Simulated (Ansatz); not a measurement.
Several settings on one geometry of AlCl3 (that of the charge 0 singlet, PBE-D4/def2-TZVP). Ansatz on 4 threads of Arm Neoverse V2 on a shared host; times are rough.

```
atom   x (Å)   y (Å)   z (Å)
 Al1   0.000   0.000   0.000
 Cl2   2.084  -0.028   0.013
 Cl3  -1.018   1.819  -0.017
 Cl4  -1.066  -1.791   0.004
```

Totals from different functionals, basis sets or treatments of relativity can't be compared as stabilities.

The 6-31G sets use Cartesian d functions.

(1) Give the basis size and estimate the energy, ⟨S²⟩ and time of these runs.

```
run                     method  charge    state                                                                                                         further keys
  1         RKS r2SCAN50/6-31G       0  singlet                                                                          scf: {omitted_lower_state_checks: [starts]}
  2          RKS B97/6-31++G**       0  singlet                             fitting: {mean_field: def2-universal-jkfit}; scf: {omitted_lower_state_checks: [starts]}
  3  RKS LDA (SPW92)/def2-SVPD       0  singlet  point_charges: [{charge: -1.00, position_ang: [6.830, 0.409, -0.513]}]; scf: {omitted_lower_state_checks: [starts]}
  4  RKS LDA (SPW92)/6-31++G**       0  singlet                                                                 fitting: {mean_field: cc-pVTZ-jkfit}; accuracy: high
```

Answers

(1) 
```tsv
run	functions	energy (Eh)	⟨S²⟩	wall time
1	52	-1622.9378	–	0.95 s
2	92	-1622.9619	–	1.2 s
3	105	-1617.2366	–	0.4 s
4	92	-1617.6623	–	0.65 s
```
